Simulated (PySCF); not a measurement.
C3H6FNSi, SMILES F[C@H]1C[SiH2]C=N1.

The structure is a stationary point at PBE-D3(BJ)/def2-SVP. The structure was generated by enumeration; whether it is a known compound was not checked. Other conformers were not sampled.

Vertical ionisation energy (IE) and electron affinity (EA) in eV. Rows of orbital energies are one-electron estimates. Where ΔSCF, EOM or ADC give a negative EA the extra electron is unbound and the value depends on the basis.

```tsv
level	IE	EA
−ε(HOMO), −ε(LUMO), r2SCAN/def2-TZVP (PySCF)	6.35	2.18
−ε(HOMO), −ε(LUMO), PBE/def2-TZVP (PySCF)	6.09	2.35
```
